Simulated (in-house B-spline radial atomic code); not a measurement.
Configurations of Fe II (Fe+), with energies counted from [Ar] (3d3/2)4 (3d5/2)2 4s1. Computed with a radial B-spline atomic code at the basis-set limit: Dirac-Hartree-Fock, average of each configuration as written, Fermi nucleus of rms radius 3.7377 fm. Energies include first-order Breit, QED and recoil terms.

Occupations are held fixed; configurations that lie above the ionisation limit could autoionise.

```tsv
configuration	E - E(ref) (eV)	highest orbital	its <r> (bohr)
[Ar] (3d5/2)6 4s1	-0.10258	4s1/2	2.848
[Ar] (3d3/2)1 (3d5/2)6	0.12266	3d3/2	1.182
[Ar] (3d3/2)3 (3d5/2)2 4s1 (4p3/2)1	9.6733	4p3/2	3.262
[Ar] (3d3/2)1 (3d5/2)5 (4f5/2)1	12.009	4f5/2	8.974
[Ar] (3d3/2)4 (3d5/2)1 4s1 (8f5/2)1	19.821	8f5/2	44.69
[Ar] (3d3/2)2 (3d5/2)3 4s1 (6g9/2)1	20.299	6g9/2	21.99
[Ne] 3s2 (3p1/2)1 (3p3/2)4 (3d5/2)6 4s1 (8f5/2)1	74.37	8f5/2	44.74
[Ne] 3s2 (3p1/2)2 (3p3/2)3 (3d5/2)6 4s1 (7f5/2)1	79.71	7f5/2	33.52
```

Question: Order these further configurations by energy, lowest first.
A. [Ar] (3d3/2)3 (3d5/2)2 4s1 (8p3/2)1
B. [Ar] (3d3/2)3 (3d5/2)2 4s1 (7p1/2)1
C. [Ar] (3d3/2)1 (3d5/2)5 4s1
D. [Ne] 3s2 (3p1/2)2 (3p3/2)3 (3d3/2)3 (3d5/2)3 4s1 (8p1/2)1
E. [Ar] (3d5/2)6 (4d3/2)1

Answer: C (0.51158 eV), E (9.5022 eV), B (19.493 eV), A (20.078 eV), D (77.19 eV).

Question: How far above the reference does [Ar] (3d3/2)2 (3d5/2)4 5s1 lie?

Answer: 9.3868 eV; its least bound orbital is 5s1/2 with <r> = 6.608 bohr.

Question: How far above the reference does [Ne] 3s2 (3p1/2)1 (3p3/2)4 (3d3/2)2 (3d5/2)4 4s1 (6g9/2)1 lie?

Answer: 78.565 eV; its least bound orbital is 6g9/2 with <r> = 21.99 bohr.

Question: How far above the reference does [Ar] (3d3/2)1 (3d5/2)4 4s1 (6f7/2)1 lie?

Answer: 20.215 eV; its least bound orbital is 6f7/2 with <r> = 23.78 bohr.

Question: Is the reference the lowest configuration at this level of theory?

Answer: No: [Ar] (3d5/2)6 4s1 lies 0.1026 eV lower. Averages of configurations without correlation can order differently from the measured ground levels.
